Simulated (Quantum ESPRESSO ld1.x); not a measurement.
Task: These are the eigenvalues of the occupied orbitals of an atom or ion with whole-number occupations (hartree). Calculated with ld1.x of Quantum ESPRESSO 7.5: Dirac Kohn-Sham, exchange-only PBE, spin-unpolarised, spherical densities, point nucleus.

orbital  eigenvalue
1s1/2      -3142.36
2s1/2      -559.480
2p1/2      -536.982
2p3/2      -461.052
3s1/2      -133.956
3p1/2      -123.833
3p3/2      -106.952
3d3/2      -90.2892
3d5/2      -86.6850
4s1/2      -30.3350
4p1/2      -25.9775
4p3/2      -21.8727
4d3/2      -14.7732
4d5/2      -14.0076
5s1/2      -5.37604
4f5/2      -4.84277
4f7/2      -4.67377
5p1/2      -3.91487
5p3/2      -3.17083
5d3/2      -1.18057
5d5/2      -1.09692
6d3/2      -0.17549
6d5/2      -0.17072

Which element is it, and in what charge state? The configuration may be excited. Open shells, if any, are shared by 2j + 1.

Result: Z = 81, thallium, charge +1: Tl+ in [Xe] 4f14 5d10 6d2. The list shows which subshells hold electrons but not how many an open one holds; the 1s level, -3142.4 hartree, gives Z - s = 79.3 by -(Z - s)^2/2, which with screening and relativity narrows Z to a few neighbours, and the depths of the outer levels then fix element, charge and occupations together.
